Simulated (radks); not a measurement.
The table gives one normalised radial function P(r) = r R(r) of Mn+ in [Ar] 3d5 4s1 (r in bohr). All-electron calculation, scalar-relativistic Kohn-Sham, LDA (Slater exchange, Perdew-Wang correlation), spin-polarised, spherical densities, finite nucleus; open shells are filled with parallel spins first; Fermi nuclear charge, rms radius 3.7057 fm. Program: a radial shooting solver on a logarithmic mesh with Libxc functionals.

r	P
0.003944	0.0318
0.005931	0.0451
0.008849	0.0618
0.01331	0.0818
0.01985	0.1006
0.02985	0.1103
0.04453	0.0957
0.06644	0.0400
0.09991	-0.0629
0.149	-0.1680
0.2241	-0.1754
0.3344	-0.0003
0.5028	0.2577
0.7501	0.2792
1.128	-0.0837
1.683	-0.5318
2.531	-0.6695
3.775	-0.4212
5.677	-0.1203
8.47	-0.0128

Which n and l does it have? It may be an empty orbital.

Answer. n = 4, l = 0: the number of nodes gives n - l - 1 = 3, the rise at small r (about r^(l+1)) gives l, and the extent must fit the shell. The curve is that of 4s up; the table hardly tells the two spins apart. 4s up: eigenvalue -12.855 eV, 3 radial nodes at r = 0.0793, 0.335, 1.05 bohr, <r> = 2.72 bohr, 90 % of the charge inside 4.04 bohr.
